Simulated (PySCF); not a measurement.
3,3,3-trifluoro-2-methylprop-1-ene (C4H5F3), SMILES C=C(C)C(F)(F)F. Geometry: PBE-D3(BJ)/def2-SVP.

### Question
Give the equilibrium geometry at PBE-D3(BJ)/def2-SVP (PySCF confirms it by a frequency run) as bond lengths and angles, and its point group. (An estimate is asked for; the answer gives what the named calculation found.)

### Answer
point group Cs.
Atoms: C1 C2 C3 C4 F5 F6 F7 H8 H9 H10 H11 H12. Bond lengths (Å): C1–C2 1.345, C1–H8 1.099, C1–H9 1.101, C2–C3 1.502, C2–C4 1.513, C3–H10 1.110, C3–H11 1.106, C3–H12 1.110, C4–F5 1.360, C4–F6 1.360, C4–F7 1.350. Bond angles (°): C2–C1–H8 121.4, C2–C1–H9 120.7, H8–C1–H9 118.0, C1–C2–C3 125.3, C1–C2–C4 119.9, C3–C2–C4 114.8, C2–C3–H10 110.6, C2–C3–H11 111.2, C2–C3–H12 110.6, H10–C3–H11 108.8, H10–C3–H12 106.7, H11–C3–H12 108.8, C2–C4–F5 110.8, C2–C4–F6 110.8, C2–C4–F7 113.4, F5–C4–F6 106.7, F5–C4–F7 107.4, F6–C4–F7 107.4.
Charge 0, spin multiplicity 1.
